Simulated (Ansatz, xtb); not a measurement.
## Isomers of C4H4BrNS in order of energy

4 gas-phase structures of C4H4BrNS, from a drawn sample of its isomers (lower ones may exist). Each was relaxed with GFN2-xTB:

A. `Cc1nc(Br)cs1`, a singlet
B. `Cc1cnc(Br)s1`, a singlet
C. `Cc1csc(Br)n1`, a singlet
D. `Cc1ncc(Br)s1`, a singlet

Question: Estimate their order in r2SCAN-D4/def2-SVP energy at these geometries, lowest first.

Answer: Calculated order at r2SCAN-D4/def2-SVP: A (0.0), C (1.3), B (2.2), D (2.3) kcal/mol. Less than 1 kcal/mol parts C and B; B and D, so the order within those pairs means little.

Energies above the lowest of each column, in kcal/mol; the last columns are at B3LYP/def2-SVP geometries:

```tsv
structure	GFN2-xTB	HF/STO-3G	r2SCAN-D4/def2-SVP	B3LYP/def2-SVP	CCSD(T)/def2-SVP + ΔMP2/def2-TZVPP
A	0.0	0.4	0.0	0.0	0.0
C	2.5	0.0	1.3	1.1	1.2
B	3.3	0.5	2.2	2.1	2.7
D	2.7	2.1	2.3	2.2	2.3
```

CCSD(T)/def2-SVP + ΔMP2/def2-TZVPP puts A lowest; HF/STO-3G picks C. CCSD(T)/def2-SVP + ΔMP2/def2-TZVPP orders those it was run on as A (0.0), C (1.2), D (2.3), B (2.7) kcal/mol. Less than 1 kcal/mol parts D and B, so the order within that pair means little. Some further structures that were screened fall inside this span and aren't listed. ΔMP2 is the change of the MP2 energy from the smaller to the larger basis.

Over these structures GFN2-xTB departs from r2SCAN-D4/def2-SVP by 0.5 kcal/mol on average once a common shift is removed. A GFN2-xTB relaxation took about 0.062 s and the r2SCAN-D4/def2-SVP energy about 4.1 s on a shared host (Ansatz 0.2.0, xtb 6.7.1).
